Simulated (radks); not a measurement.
Question: Excited configurations of neutral barium: one electron is placed in a higher orbital outside [Xe] 6s1. The ground configuration is [Xe] 6s2. All-electron calculation, Dirac Kohn-Sham, PBE, spin-unpolarised, spherical densities, point nucleus; open shells fill j = l - 1/2 first. Program: a radial shooting solver on a logarithmic mesh with Libxc functionals. Excitation = E - E(ground); binding = E(ion) - E, where the ion is the core of charge +1; n* = 1/sqrt(2 binding) in atomic units, and the quantum defect is n - n*.

| outer orbital | excitation (eV) | binding (eV) | n* | quantum defect | eigenvalue (eV) | <r> (bohr) |
|---|---|---|---|---|---|---|
| 5f5/2 | 4.428 | 0.933 | 3.818 | 1.182 | -0.427 | 16.76 |
| 6d3/2 | 3.877 | 1.484 | 3.028 | 2.972 | -0.722 | 11.59 |
| 6f5/2 | 4.704 | 0.657 | 4.550 | 1.450 | -0.366 | 28.24 |
| 7s1/2 | 3.362 | 1.999 | 2.609 | 4.391 | -1.197 | 10.93 |
| 7d3/2 | 4.432 | 0.929 | 3.827 | 3.173 | -0.534 | 21.41 |
| 7f5/2 | 4.880 | 0.481 | 5.317 | 1.683 | -0.294 | 41.93 |

Estimate the row for 5d3/2.

Answer: excitation (eV) 1.272; binding (eV) 4.089; n* 1.824; quantum defect 3.176; eigenvalue (eV) -1.382; <r> (bohr) 3.870. The Delta-SCF ionisation energy is 5.361 eV (NIST Atomic Spectra Database: 5.212 eV, measured). Self-interaction in the functional shifts the binding energies and quantum defects, so they are the method's values and not measured ones. Spin polarisation and multiplet splitting are left out, so open shells lie too high by an amount that depends on their filling.

Beside tabulated values, note that spin-unpolarised runs miss the spin-polarisation part of the exchange energy of open shells.
